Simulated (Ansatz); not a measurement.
H6NSi2, SMILES N([SiH2])[SiH3], multiplicity 2.

The structure is a stationary point at PBE0-D3(BJ)/def2-SVP. The isomer is the one that the SMILES or the coordinates give; other isomers of the formula were not compared.

Two levels are set side by side: PBE/def2-SVPD (Ansatz, a program for electronic structure) and CAM-B3LYP/def2-SVPD (Ansatz). Energy differences of separate SCF runs at the same geometry; the states with an electron removed or added have multiplicity 1 and 1. Differences are taken from unrounded values.

```csv
quantity,PBE
vertical ionisation energy (eV),7.46
```

Q: These are the PBE values. What does CAM-B3LYP give? (The exact figures need the calculation; the answer reports its results.)

A: 
| quantity | CAM-B3LYP | PBE minus CAM-B3LYP |
|---|---|---|
| vertical ionisation energy (eV) | 7.72 | -0.26 |
